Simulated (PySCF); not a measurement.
Species: C5H8SSi.
Atom-mapped SMILES: `[CH:1]#[C:2][SiH2:3]/[CH:4]=[CH:5]/[S:6][CH3:7]` (hydrogens: H8 on C1; H9, H10 on Si3; H11 on C4; H12 on C5; H13, H14, H15 on C7)

Cartesian coordinates in Å at the GFN2-xTB level; atoms count from 1:
```
atom  x, y, z in Å
C1    -3.5909   -0.4518    1.1124
C2    -2.8414   -0.0829    0.2477
Si3   -1.6700    0.4782   -1.0744
C4     0.0783    0.2313   -0.4331
C5     0.8883   -0.7257   -0.8682
S6     2.5242   -1.0866   -0.3612
C7     2.8526    0.1650    0.9117
H8    -4.2502   -0.7749    1.8667
H9    -1.8992   -0.3230   -2.2804
H10   -1.9020    1.9090   -1.3141
H11    0.4204    0.9062    0.3398
H12    0.5899   -1.4231   -1.6362
H13    3.8534   -0.0348    1.2801
H14    2.1318    0.0648    1.7182
H15    2.8104    1.1562    0.4692
```

Mayer bond orders were computed from the PBE0/pcSseg-1 density (PySCF). Isolated species at its GFN2-xTB geometry (one conformer only).

The orders 0.90, 1.01, 1.10, 1.81, 2.55 belong to the bonds C1–C2, Si3–C4, C4–C5, C5–S6, S6–C7, in another order. Match them.

Si3–C4 0.90; S6–C7 1.01; C5–S6 1.10; C4–C5 1.81; C1–C2 2.55.

Set the orders of all bonds between heavy atoms beside their lengths and the difference of the Hirshfeld charges at their ends.

```
  bond  Mayer order  length (Å)  q(first) − q(second) (e)
 C1–C2        2.550       1.202                    +0.069
 C4–C5        1.815       1.327                    -0.113
 C5–S6        1.103       1.750                    -0.088
 S6–C7        1.009       1.815                    +0.146
C2–Si3        0.914       1.853                    -0.515
Si3–C4        0.904       1.878                    +0.523
```

Mayer orders depend on the basis set.
